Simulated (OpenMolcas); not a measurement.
An atom or ion with 8 electrons was computed by SS-CASPT2, IPEA 0.25 Eh, imaginary shift 0.1 Eh with spin-orbit coupling (OpenMolcas, ANO-RCC-VQZP, DKH2). The lowest levels that the run gave, each within 12 % of the measured value where one is at hand:

```json
{"J": "2", "Parity": "even", "E (cm⁻¹)": "0.0", "g": "1.501"}
{"J": "1", "Parity": "even", "E (cm⁻¹)": "586", "g": "1.501"}
{"J": "0", "Parity": "even", "E (cm⁻¹)": "862", "g": ""}
{"J": "2", "Parity": "even", "E (cm⁻¹)": "26141", "g": "1.000"}
{"J": "0", "Parity": "even", "E (cm⁻¹)": "55701", "g": ""}
{"J": "2", "Parity": "odd", "E (cm⁻¹)": "205490", "g": "1.501"}
{"J": "1", "Parity": "odd", "E (cm⁻¹)": "206061", "g": "1.501"}
{"J": "0", "Parity": "odd", "E (cm⁻¹)": "206349", "g": ""}
{"J": "1", "Parity": "odd", "E (cm⁻¹)": "293140", "g": "1.000"}
```

Question: Which ion is it, and what are the configurations and terms?

Answer: Ne²⁺ (Z = 10, charge +2; active space 6 electrons in 8 orbitals (2s 2p 3s 3p)). J, parity and g give the terms where levels are pure, and mixed ones are named by the computed weights; the size of the splittings, set against known spectra of the 8-electron sequence, gives the charge. In order, with the measured energies in cm⁻¹ (Moore, Atomic Energy Levels, vol. I, NSRDS-NBS 35 (1971 reprint of NBS Circular 467, 1949)): 2s² 2p⁴ ³P₂, 2s² 2p⁴ ³P₁ (650), 2s² 2p⁴ ³P₀ (927), 2s² 2p⁴ ¹D₂ (25841), 2s² 2p⁴ ¹S₀ (55747), 2s 2p⁵ ³P°₂, 2s 2p⁵ ³P°₁ (204879), 2s 2p⁵ ³P°₀ (205204), 2s 2p⁵ ¹P°₁.

Active for correlation alone: 3p 3s; no level in the range computed is led by a configuration that fills them, so any true level of that kind is missing. Measured partners are found by configuration, term and J. A level has none where our copy of the source lacks it or the pairing is in doubt (some pairs that miss far off the trend of their configuration count as doubtful), and it then counts in no deviation. Only configurations of the active space appear.

° marks odd parity.
